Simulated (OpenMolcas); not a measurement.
**Re4+ in a point-charge field**

Re4+ among 4 point charges of -1 e arranged as a tetrahedron (Td), 2.31 Å from the ion.

```json
{"Program": "OpenMolcas 26.06", "Method": "CASSCF", "Basis": "ANO-RCC-VTZP [8s7p5d3f2g1h]", "Scalar Hamiltonian": "DKH2, point nucleus", "Active space": "3 electrons in 5 orbitals (5d)", "State averaging": "2S+1 = 4 even, 10 roots; 2S+1 = 2 even, 40 roots", "Spin-orbit coupling": "state interaction with AMFI integrals over the reference wave functions"}
```

The lowest spin-free states (labels of Td), above the lowest:

```csv
State,Degeneracy,E (cm-1),Free-ion L (%)
4T1,3,0.0,F (100)
4T2,3,1035,F (100)
4A2,1,2302,F (100)
4T1,3,13471,P (100)
2E,2,14023,G (88)
2T2,3,14276,G (99)
2T1,3,14508,G (94)
2A1,1,14891,G (100)
2T1,3,18268,P (65)
2T1,3,18619,H (97)
2T2,3,18790,H (91)
2E,2,18911,H (91)
2T1,3,19749,H (63)
2E,2,20714,D (96)
2T2,3,20911,D (90)
2T1,3,31294,F (100)
2T2,3,31416,F (100)
2A2,1,31679,F (100)
2T2,3,49302,D (100)
2E,2,49498,D (100)
```

The lowest levels with spin-orbit coupling:

| E (cm-1) | Degeneracy | Label | 2S+1 | g |
| --- | --- | --- | --- | --- |
| 0.0 | 4 | Γ8 | 4 (90 %) |  |
| 4239 | 2 | Γ7 | 4 | 1.91 1.91 1.91 |
| 4806 | 4 | Γ8 | 4 |  |
| 8837 | 2 | Γ7 | 4 | 3.81 3.81 3.81 |
| 8880 | 4 | Γ8 | 4 |  |
| 8992 | 2 | Γ6 | 4 | 2.55 2.55 2.55 |
| 11916 | 2 | Γ6 | 4 (77 %) | 4.38 4.38 4.38 |
| 12160 | 4 | Γ8 | 4 (75 %) |  |
| 12895 | 4 | Γ8 | 4 (73 %) |  |
| 15374 | 4 | Γ8 | 4 (58 %) |  |
| 17102 | 2 | Γ6 | 4 (76 %) | 2.22 2.22 2.22 |
| 20869 | 4 | Γ8 | 2 (86 %) |  |
| 20976 | 2 | Γ7 | 2 | 2.75 2.75 2.75 |
| 21257 | 2 | Γ6 | 2 (88 %) | 0.58 0.58 0.58 |
| 21791 | 4 | Γ8 | 2 (81 %) |  |
| 21998 | 2 | Γ6 | 2 (85 %) | 2.26 2.26 2.26 |
| 22474 | 4 | Γ8 | 2 (85 %) |  |
| 23167 | 2 | Γ7 | 4 | 2.61 2.61 2.61 |
| 23196 | 4 | Γ8 | 4 |  |
| 26490 | 4 | Γ8 | 2 (59 %) |  |

Powder χT (cm3 K/mol): 0.0919 at 2 K, 0.0927 at 10 K, 0.0963 at 50 K, 0.101 at 100 K, 0.11 at 200 K, 0.119 at 300 K. The effective moment at 300 K is 2.828 √(χT) = 0.97 μB.

A least-squares ligand-field fit to the states below 45000 cm-1, each weighted by its degeneracy and with a free common offset, gives 10Dq = -1290 cm-1 (negative for this site), B = 840 cm-1 and C = 3482 cm-1 (C/B = 4.15), with an rms deviation of 22 cm-1.

Spin-orbit coupling mixes the spin-free states strongly: the lowest level takes only 47 % from its leading state, 4T1. Without dynamic correlation the repulsion within the d shell is too large (B by tens of per cent), so at a given field states of lower spin stand too high. Point charges give a weaker field than real ligands, and real ions of this kind are as a rule low spin; the high spin found here belongs to the model. The ground term spreads over less than 5000 cm-1, several times less than with real ligands, so orbital moments are less quenched and χT lies further from the spin-only value than at real sites. Point charges carry no covalency, so the field is a model and not that of real ligands. No measured value stands beside these numbers.
